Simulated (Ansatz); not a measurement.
ClIn, charge -1, doublet, at a GFN2-xTB geometry (such geometries of metal compounds can be far from the true shape) (a state made from the parent by changing its charge; the spin is typed, not shown lowest) (all electrons, no relativity) (a gas-phase anion, which may not be bound at this level); Ansatz (a program for electronic structure) with PBE0/STO-3G.

Input for Ansatz:
Ansatz 0.2 input:
```yaml
crystal:
  periodic: [false, false, false]
  atoms:
    - {symbol: In, position_ang: [-0.00000000, -0.00000000, -0.68950739]}
    - {symbol: Cl, position_ang: [0.00000000, 0.00000000, 1.98740366]}
basis:
  gaussian:
    orbitals: STO-3G
hamiltonian:
  xc: pbe0
total_charge: -1
magnetization: {spin_polarized: true, initial_magnetization: 1}
accuracy: high
```

Write the output that Ansatz gives for this input, abridged.


```
Functional definition: PBE0
630 factors; integrals over basis functions are off by at most 1.0e-8 eV
mean field evaluation 1: about -167064.2335 eV, gradient 2.6e0 eV
mean field evaluation 2: about -167064.3375 eV, gradient 1.2e0 eV
mean field evaluation 4: about -167064.3703 eV, gradient 1.6e-1 eV
mean field evaluation 8: about -167064.3710 eV, gradient 9.0e-4 eV
mean field evaluation 16: about -167064.3710 eV, gradient 4.8e-7 eV
mean field -167064.37095927 eV, -6139.5023924554 hartree, gradient 2.7e-8 eV, S^2 0.751069; 0 other end points of the search recorded, 0 dependent functions left out
reference -167064.37096057 eV, -6139.5023925033 hartree; 34, 33 occupied and 2, 3 virtual orbitals, 630 factors
Total energy: -167064.37096057 eV, -6139.5023925033 hartree
```
